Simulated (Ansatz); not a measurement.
Relaxation of F2GeH4 (7 atoms, charge 0, multiplicity 1), to a largest force component of 0.03 eV/Å in at most 50 steps.

All numbers below come from Ansatz 0.2.0, RKS PBE-D4/def2-SVP.

```xyz
7
Properties=species:S:1:pos:R:3
Ge 0.154 0.000 -0.056
F 0.258 0.000 1.658
F 1.822 0.000 -0.584
H -0.468 1.333 -0.519
H -0.468 -1.333 -0.519
H -2.379 0.000 1.031
H -1.866 0.000 1.540
```

Q: Where does it end, and by what steps?

A: The run converged. The force dipped under the threshold on the way, but the program's further checks kept it going. After 8 steps the energy has fallen by 0.128 eV; H6 moved furthest, 0.60 Å.

```
step  energy less start (eV)  largest force component (eV/Å)  accepted
   0                  0.0000                           1.453       yes
   1                 -0.1073                           0.542       yes
   2                 -0.1248                           0.103       yes
   3                 -0.1262                           0.041       yes
   4                 -0.1267                           0.027       yes
   5                 -0.1273                           0.028       yes
   6                 -0.1275                           0.096       yes
   7                 -0.1278                           0.023       yes
   8                 -0.1280                           0.017       yes
```

```xyz
7
Properties=species:S:1:pos:R:3
Ge 0.322 0.000 -0.187
F 0.283 0.000 1.566
F 2.022 0.000 -0.598
H -0.280 1.335 -0.674
H -0.280 -1.335 -0.674
H -2.853 0.000 1.390
H -2.162 0.000 1.728
```

Whether the end is a true minimum wasn't checked by a vibrational analysis.

The run took 13 s on 1 thread of Intel(R) Xeon(R) Platinum 8488C (Sapphire Rapids), with other jobs on the host, peak memory 0.16 GiB.
